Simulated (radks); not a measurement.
Values are calculated unless marked as measured or tabulated.
Q: Ionisation of Au+, [Xe] 4f14 5d10, to Au2+, [Xe] 4f14 5d9, under several functionals. Scalar-relativistic Kohn-Sham, spin-polarised, spherical densities, point nucleus; open shells are filled with parallel spins first (spin-orbit coupling, left out, can overturn this in heavy ions); a radial shooting solver on a logarithmic mesh with Libxc functionals. The NIST Atomic Spectra Database gives 20.20 eV (measured). Rank these functionals by the error of their Delta-SCF ionisation energy: RPBE; PW91; exchange-only LDA; OLYP; PBEsol; AM05; SOGGA; BLYP.

A: From best to worst: exchange-only LDA 19.866 eV (-0.337); RPBE 20.949 eV (+0.746); BLYP 20.954 eV (+0.751); SOGGA 20.961 eV (+0.758); OLYP 20.998 eV (+0.795); AM05 21.063 eV (+0.860); PBEsol 21.075 eV (+0.872); PW91 21.121 eV (+0.918). Open shells are spherical and high-spin; term and fine-structure splittings are not resolved. Spin-orbit splitting is averaged out at the scalar-relativistic level.
